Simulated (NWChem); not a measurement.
## Correlation energy of HGe

```
Ge
H 1 1.6043
```
Charge 0, spin multiplicity 2.

The numbers come from NWChem runs, not from measurements. The geometry was optimised at UPBE0/def2-SVP, a minimum by its harmonic frequencies.

Basis set: def2-TZVP. Each correlation energy counts from its own Hartree-Fock reference.

```csv
method,correlation energy (mHa)
CCSD on ROHF,-222.4
SCS-UMP2,-195.8
UMP2,-205.5
CCSD on UHF,-218.5
CCSD[T] on UHF,-226.4
CCSD(T) on ROHF,-229.7
CCSD[T] on ROHF,-230.5
CCSD(T) on UHF,-225.6
```

The values span 34.6 mHa, from CCSD[T] on ROHF (lowest) to SCS-UMP2 (highest). 

The Hamiltonian is non-relativistic. The correlated methods keep 9 core orbitals frozen. This spin state was chosen for the runs; another may lie lower. The structure started from a generated list of species. The unpaired electrons of the parent sit in orbitals of symmetry b1 (C2v labels of the run); other states weren't searched. The stability of the SCF solutions was not checked. Open-shell Hartree-Fock references start from PBE0 orbitals. No row is a measurement; the coupled-cluster row has its own basis-set and correlation limits.
